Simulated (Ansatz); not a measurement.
SiEt2Me2 (C6H16Si), relaxed as a singlet with RKS B3LYP-D4/def2-SVP in Ansatz, starting from the GFN2-xTB geometry. Force threshold 0.02 eV/Å.

Start:

```xyz
23

Si    0.049   -0.286    0.296
C    -1.258    0.662    1.327
C    -2.356    1.305    0.488
H    -0.769    1.437    1.919
H    -1.718   -0.022    2.041
H    -3.077    1.822    1.120
H    -1.935    2.028   -0.206
H    -2.889    0.552   -0.087
C     0.896    0.922   -0.927
C     2.064    0.300   -1.685
H     1.255    1.802   -0.391
H     0.164    1.282   -1.652
H     2.503    1.015   -2.380
H     2.840   -0.022   -0.995
H     1.735   -0.566   -2.253
C    -0.789   -1.699   -0.678
H    -1.371   -2.340   -0.023
H    -0.054   -2.324   -1.176
H    -1.460   -1.313   -1.440
C     1.342   -1.023    1.491
H     1.896   -0.245    2.008
H     2.060   -1.640    0.960
H     0.872   -1.646    2.245
```

```json
{"step": "1", "energy (eV)": "-14356.5019", "largest force component (eV/Å)": "0.683", "SCF passes": "15"}
{"step": "2", "energy (eV)": "-14356.5980", "largest force component (eV/Å)": "0.250", "SCF passes": "17"}
{"step": "3", "energy (eV)": "-14356.6065", "largest force component (eV/Å)": "0.047", "SCF passes": "18"}
{"step": "4", "energy (eV)": "-14356.6073", "largest force component (eV/Å)": "0.016", "SCF passes": "12"}
```

Force components are those of the run's own axes.

End:

```xyz
23

Si    0.0522   -0.2878    0.3080
C    -1.2548    0.6583    1.3059
C    -2.3676    1.3131    0.4744
H    -0.7331    1.4240    1.9097
H    -1.6941   -0.0448    2.0379
H    -3.1019    1.8407    1.1062
H    -1.9618    2.0516   -0.2370
H    -2.9247    0.5670   -0.1167
C     0.9044    0.9007   -0.9023
C     2.0630    0.2907   -1.7052
H     1.2626    1.7744   -0.3265
H     0.1363    1.2962   -1.5921
H     2.5114    1.0170   -2.4039
H     2.8706   -0.0652   -1.0440
H     1.7314   -0.5739   -2.3047
C    -0.7737   -1.6872   -0.6602
H    -1.3176   -2.3693    0.0150
H    -0.0298   -2.2870   -1.2107
H    -1.4963   -1.2952   -1.3953
C     1.3295   -1.0153    1.4964
H     1.8601   -0.2201    2.0470
H     2.0843   -1.6131    0.9589
H     0.8496   -1.6746    2.2392
```

By distances, no bond broke or formed. The bond that changes most is Si1–C16, from 1.91 to 1.89 Å (atoms count from 1).

No frequencies were taken in this run, so the end may be a saddle point.

Run time 62 s (4 threads of Intel Xeon on a shared host), peak host memory 0.58 GiB.
